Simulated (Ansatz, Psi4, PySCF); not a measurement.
C3H7O2, doublet, geometry from GFN2-xTB. Base run: CAMB3LYP/def2-SVP run with PySCF.

PySCF was given this input:
```python
from pyscf import gto, scf, dft

mol = gto.Mole()
mol.atom = '''
    C     1.946199    0.866066    0.188851
    O     0.590225    0.525837    0.289552
    C     0.156287   -0.354956   -0.726775
    C    -1.292303   -0.626430   -0.519255
    O    -1.820194   -0.492103    0.729644
    H     2.158635    1.375892   -0.758516
    H     2.161417    1.536776    1.018357
    H     2.585115   -0.023163    0.261287
    H     0.764059   -1.286754   -0.687474
    H     0.322604    0.087362   -1.724140
    H    -1.825344   -1.300667   -1.162321
    H    -1.187833    0.032603    1.242311
'''
mol.basis = 'def2-svp'
mol.charge = 0
mol.spin = 1
mol.verbose = 4
mol.build()

mf = dft.UKS(mol)
mf.xc = 'camb3lyp'
mf.kernel()
```

The same geometry, method and basis name were run in Ansatz (a program for electronic structure) and Psi4 and PySCF, at each program's defaults and at the settings that a row names. The base is PySCF at its defaults. Differences at the defaults can come from grids, fitting, cores and function types together.

| code and settings | ΔE vs base (mEh) | basis functions | E (Eh) | SCF cycles | dipole (D) |
|---|---|---|---|---|---|
| PySCF, defaults (exact integrals, its default grid, spherical functions) | 0.000 | 105 | -268.57620 | 11 | 2.69 |
| Psi4, defaults (density fitting with its default set, its default grid, spherical functions) | -0.050 | 105 | -268.57625 | 9 | 2.69 |
| Ansatz, defaults (factorised integrals, its default grid, spherical functions) | 0.003 | 105 | -268.57620 | - | - |
| PySCF, density fitting with def2-universal-jkfit | -0.050 | 105 | -268.57625 | 11 | 2.69 |
| PySCF, fine grid | -0.001 | 105 | -268.57620 | 11 | 2.69 |
| Psi4, exact integrals, spherical functions, fine grid | -0.001 | 105 | -268.57620 | 14 | 2.69 |
| Ansatz, high accuracy | -0.001 | 105 | -268.57620 | - | - |

Open shells are given as the SCF converged; they aren't shown to be the lowest states, and a large step between rows can be another state.
